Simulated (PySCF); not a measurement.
A small calculation by hand: chemical shift, span and skew from a shielding tensor

C₄H₈BN, SMILES NB1CC=CC1. Atoms are numbered in the order given.

```xyz
14

N      0.0000     0.0000     2.1856
B      0.0000     0.0000     0.7920
C      0.0000    -1.2912    -0.1448
C      0.0000    -0.6704    -1.5173
C      0.0000     0.6704    -1.5173
C      0.0000     1.2912    -0.1448
H      0.0000     0.8461     2.7395
H      0.0000    -0.8461     2.7395
H     -0.8786    -1.9439     0.0193
H      0.8786    -1.9439     0.0193
H      0.0000    -1.2677    -2.4354
H      0.0000     1.2677    -2.4354
H     -0.8786     1.9439     0.0193
H      0.8786     1.9439     0.0193
```
Charge 0, spin multiplicity 1.

The structure is a stationary point at PBE0-D3(BJ)/def2-SVP. The structure was generated by enumeration, and PubChem lists no compound with its InChIKey, so it may never have been made. The values are those of a single conformer.

GIAO shieldings from PBE0/pcSseg-1 in PySCF, non-relativistic, no solvent. The symmetric part of the tensor of N1 has the principal values 78.5, 208.7, 212.7 ppm. The same nucleus in NH3 has σ = 267.4 ppm at this level (PySCF, at its B3LYP-D3(BJ)/def2-TZVP geometry).

Work out the isotropic shielding, the ¹⁵N shift against NH3, the span and the skew.


σ(iso) = (σ11 + σ22 + σ33)/3 = 166.6 ppm. δ = σ(ref) − σ(iso) = 267.4 − (166.6) = 100.8 ppm.
Span Ω = σ33 − σ11 = 134.2 ppm. Skew κ = 3(σ(iso) − σ22)/Ω = -0.94. Tumbling in solution averages the tensor to δ; in a static solid the shielding alone would spread this spin-1/2 line over Ω.
